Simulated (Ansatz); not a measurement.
Relaxation of CH4AsNa (7 atoms, charge 0, multiplicity 1), to a largest force component of 0.015 eV/Å in at most 40 steps.

The calculation used RKS B3LYP/def2-SVP in Ansatz 0.2.0.

```xyz
7
Properties=species:S:1:pos:R:3:forces:R:3
C -0.693 0.523 -0.183 -0.24 0.01 -0.14
As 0.971 0.135 0.821 0.37 0.01 0.32
Na 0.955 -2.615 0.897 0.00 -0.05 -0.01
H -0.681 1.556 -0.540 0.04 0.28 -0.08
H -1.551 0.418 0.486 -0.22 -0.05 0.19
H -0.848 -0.128 -1.044 -0.08 -0.18 -0.23
H 1.848 0.110 -0.437 0.13 -0.03 -0.05
```

Problem. Where does it end, and by what steps?

Solution. The run converged. After 4 steps the energy has fallen by 0.018 eV; H7 moved furthest, 0.05 Å.

| step | energy less start (eV) | largest force component (eV/Å) | accepted |
| --- | --- | --- | --- |
| 0 | 0.0000 | 0.373 | yes |
| 1 | -0.0148 | 0.184 | yes |
| 2 | -0.0171 | 0.067 | yes |
| 3 | -0.0176 | 0.028 | yes |
| 4 | -0.0177 | 0.007 | yes |

```xyz
7
Properties=species:S:1:pos:R:3
C -0.710 0.523 -0.190
As 0.988 0.151 0.841
Na 0.957 -2.613 0.860
H -0.683 1.556 -0.570
H -1.560 0.439 0.504
H -0.884 -0.155 -1.038
H 1.892 0.100 -0.407
```

Whether the end is a true minimum wasn't checked by a vibrational analysis.

Run time: 30 s on 1 thread of Intel(R) Xeon(R) Processor @ 2.70GHz, with other jobs on the host, peak memory 0.18 GiB.
